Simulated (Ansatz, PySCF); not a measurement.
Reaction (SMILES): FCBr -> F atom + [CH2]Br (the C-F bond at the site shown breaks; other sites are not compared here)
Structures are relaxed separately at B3LYP-D3(BJ)/def2-TZVP in Ansatz (a program for electronic structure).

Wanted: bond dissociation energy (enthalpy at 298 K, with B3LYP-D3(BJ) rigid-rotor harmonic-oscillator terms from PySCF), in eV. Valence correlation only, unless marked. UHF or UKS for open shells. No spin-orbit coupling. The frozen core is the preceding noble-gas configuration, with the filled d and f shells of earlier blocks. No relativistic terms. CBS(X,Y): correlation extrapolated as X^-3; Hartree-Fock from the larger set.

CCSD(T)/CBS(cc-pVTZ,cc-pVQZ) (Ansatz) gives 4.76 eV.

Task: Another calculation gave 4.60 eV. Which level was it?
A. MN15/def2-TZVPD (PySCF)
B. wB97X-V/def2-TZVPD (Ansatz)
C. SVWN5/def2-TZVPD (Ansatz)
D. B3LYP/def2-TZVPD (Ansatz)

Result: D, B3LYP/def2-TZVPD (Ansatz). The others give 4.75 (wB97X-V), 4.87 (MN15), 5.90 (SVWN5) eV.
